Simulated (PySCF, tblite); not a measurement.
Isomers of C4H13OPSi2, one GFN2-xTB conformer each. Single-point energies are computed at PBE0/pcSseg-1 (PySCF, gas phase, no added dispersion term), electronic only.

Question: Rank them by PBE0/pcSseg-1 energy, lowest first (kcal/mol).
A. `[O:1]=[C:2]([CH2:3][CH2:4][SiH3:5])[CH2:6][SiH2:7][PH2:8]` with O1–C2–C3–C4 28°, C2–C3–C4–Si5 -45°, O1–C2–C6–Si7 -84°, C2–C6–Si7–P8 -166°, C6–Si7–P8–H -77° and -171°
B. `[CH3:1][C:2](=[O:3])[CH2:4][P:5]([SiH3:6])[CH2:7][SiH3:8]` with C1–C2–C4–P5 118°, C2–C4–P5–Si6 59°, C4–P5–C7–Si8 174°

Answer: A (0.0), B (3.6).

GFN2-xTB itself gives, in the same order: 0.0, 0.5. Both levels put the same isomer lowest.

Which frontier levels, dipoles and rotational constants go with these structures?

```
                 SMILES  HOMO (eV, PBE0/pcSseg-1)  LUMO (eV)  dipole (D)       A, B, C (MHz)
  O=C(CC[SiH3])C[SiH2]P                     -7.45      -0.94        3.43  3549, 420.9, 412.7
CC(=O)CP([SiH3])C[SiH3]                     -6.75      -1.04        3.29  2249, 623.9, 523.2
```

What happens when harmonic zero-point energies from GFN2-xTB frequencies are added?

```json
{"SMILES": "O=C(CC[SiH3])C[SiH2]P", "ZPE (kcal/mol)": "94.3", "electronic (kcal/mol)": "0.0", "with ZPE (kcal/mol)": "0.0"}
{"SMILES": "CC(=O)CP([SiH3])C[SiH3]", "ZPE (kcal/mol)": "93.9", "electronic (kcal/mol)": "3.6", "with ZPE (kcal/mol)": "3.2"}
```

The zero-point energies span 0.4 kcal/mol. The order is unchanged.
